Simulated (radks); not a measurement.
The numbers below are computed, except where a source is named.
These are the eigenvalues of the occupied orbitals of an atom or ion with whole-number occupations (hartree). Code: a radial shooting solver on a logarithmic mesh with Libxc functionals. Model: scalar-relativistic Kohn-Sham, LDA (Slater exchange, VWN5 correlation), spin-polarised, spherical densities, finite nucleus; Fermi nuclear charge, rms radius of each element as measured or else 0.836 A^(1/3) + 0.57 fm.

| orbital | eigenvalue |
|---|---|
| 1s down | -654.0824 |
| 1s up | -654.0823 |
| 2s up | -90.64840 |
| 2s down | -90.64323 |
| 2p up | -80.90215 |
| 2p down | -80.89819 |
| 3s up | -14.82989 |
| 3s down | -14.82610 |
| 3p up | -11.65534 |
| 3p down | -11.65122 |
| 3d up | -6.42688 |
| 3d down | -6.42125 |
| 4s up | -2.01493 |
| 4s down | -1.98245 |
| 4p up | -1.20819 |
| 4p down | -1.17143 |
| 5s up | -0.17802 |
| 5s down | -0.15533 |
| 4d up | -0.15263 |

Which element is it, and in what charge state? The configuration may be excited. Open shells, if any, are filled with parallel spins first.

Answer. Z = 40, zirconium, charge 0: Zr in [Kr] 4d2 5s2. The list shows which subshells hold electrons but not how many an open one holds; the 1s level, -654.08 hartree, gives Z - s = 36.2 by -(Z - s)^2/2, which with screening and relativity narrows Z to a few neighbours, and the depths of the outer levels then fix element, charge and occupations together.
